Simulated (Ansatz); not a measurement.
singlet Zn: levels of theory in one basis

A single Zn atom.

Basis set: cc-pVTZ (spherical functions). Correlated methods keep 5 orbitals frozen. Charge 0, multiplicity 1.

Computed with Ansatz (development build ahead of 0.2.0); each method stands on the lowest determinant of its kind that the runs found.

```json
{"method": "RHF", "E − E(RHF) (eV)": "0.00", "<S²> of the determinant": "0.00"}
{"method": "RHF-CCSD", "E − E(RHF) (eV)": "-21.70", "<S²> of the determinant": "–"}
{"method": "RHF-CCSD(T)", "E − E(RHF) (eV)": "-22.22", "<S²> of the determinant": "–"}
{"method": "RHF-BCCD(T)", "E − E(RHF) (eV)": "-22.26", "<S²> of the determinant": "–"}
```

Question: What does RHF-MP2 give on the same scale?

Answer: -23.98 eV.
